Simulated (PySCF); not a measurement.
CH2NS, SMILES N[C]=S, multiplicity 2.

Coordinates come from a r2SCAN-D4/def2-TZVP optimisation. The isomer is the one that the SMILES or the coordinates give; other isomers of the formula were not compared. Other conformers were not sampled.

All values below come from PySCF with TDA-CAM-B3LYP/def2-SVPD.

Vertical excitations. The molecule is in vacuum.

Computed UV-visible absorptions:
```csv
state,energy (eV),λ (nm),f,main pairs
root 1,2.69,461,0.000,α HOMO→LUMO 97 %
root 2,3.14,395,0.001,β HOMO→LUMO 97 %
root 3,3.75,331,0.019,"α HOMO−1→LUMO 17 %, β HOMO−1→LUMO 78 %"
root 4,4.31,288,0.004,"α HOMO−1→LUMO 41 %, β HOMO→LUMO+1 50 %"
root 5,5.08,244,0.020,α HOMO→LUMO+1 93 %
root 6,5.10,243,0.001,"α HOMO−2→LUMO 6 %, β HOMO−1→LUMO+1 91 %"
root 7,5.91,210,0.001,α HOMO→LUMO+2 83 %
root 8,6.16,201,0.000,"α HOMO−2→LUMO 84 %, β HOMO−1→LUMO+1 6 %"
root 9,6.25,198,0.042,"α HOMO→LUMO+4 69 %, α HOMO→LUMO+3 14 %"
root 10,6.30,197,0.102,"α HOMO→LUMO+3 77 %, α HOMO→LUMO+4 15 %"
```
Unrestricted roots are not spin-pure.
